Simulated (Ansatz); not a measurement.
`[NH2][Sn]([Cl])([Cl])[Cl]` + CH₄ → `[CH3][Sn]([Cl])([Cl])[Cl]` + NH₃ at 700 K and 1 bar (formal exchange of groups at the Sn–N bond).

Isolated molecules relaxed with PBE0-D4/def2-TZVP in Ansatz; ΔE leaves out vibrations. CCSD(T)/CBS is the MP2 limit (def2-TZVPP, def2-QZVPP) plus CCSD(T) − MP2 in def2-TZVPP, frozen cores. This one scheme is used for every species. Elements past krypton have def2 core potentials. For Sn outer-core shells are correlated without core-valence functions, which leaves a few kJ/mol of doubt a bond. One conformer a species, not always the lowest.

| species | CCSD(T)/CBS energy (Eh) | H − E (kJ/mol) | S (J/(mol·K)) |
| --- | --- | --- | --- |
| `[NH2][Sn]([Cl])([Cl])[Cl]` | -1649.42005 | 150.3 | 504.3 |
| CH₄ | -40.46206 | 145.9 | 224.0 |
| `[CH3][Sn]([Cl])([Cl])[Cl]` | -1633.37264 | 181.7 | 502.1 |
| NH₃ | -56.50880 | 116.9 | 226.5 |

H − E and S are ideal-gas, rigid-rotor, harmonic terms from PBE0-D4/def2-TZVP, for one conformer and one mirror image of each species. 1 Eh = 2625.50 kJ/mol, R = 8.31446 J/(mol·K).

**Question.** By hand: ΔE, ΔH, ΔS and ΔG.

**Answer.** ΔE = (-1633.37264) + (-56.50880) − (-1649.42005) − (-40.46206) = 0.00067 Eh = 1.8 kJ/mol. Δ(H − E) = 181.7 + 116.9 − 150.3 − 145.9 = 2.4, so ΔH = 4.2 kJ/mol. ΔS = 502.1 + 226.5 − 504.3 − 224.0 = 0.3 J/(mol·K). ΔG = 4.2 − 700 × (0.3)/1000 = 4.0 kJ/mol.

**Question.** By hand: the equilibrium constant, and the temperature at which ΔG would vanish if ΔH and ΔS stayed fixed.

**Answer.** log₁₀ K = −ΔG/(RT ln 10) = -0.3. ΔG = 0 at ΔH/ΔS = 14000 K, far beyond where these terms or the molecules hold.

The number of gas molecules stays the same, so ΔS is small and ΔH decides. The sign of ΔG lies within the doubt. A doubt of 5 kJ/mol in ΔE shifts log₁₀ K by 0.4 here. Other conformers and mirror images would add mixing entropy, several J/(mol·K) or more a flexible species. Modes under 60 cm⁻¹, often nearly free rotors, make the harmonic entropy too high. These are equilibria of isolated gas molecules and say nothing of rates. Largest T1 diagnostic: 0.011 (customary marks: 0.02 for closed shells, 0.045 for open ones).
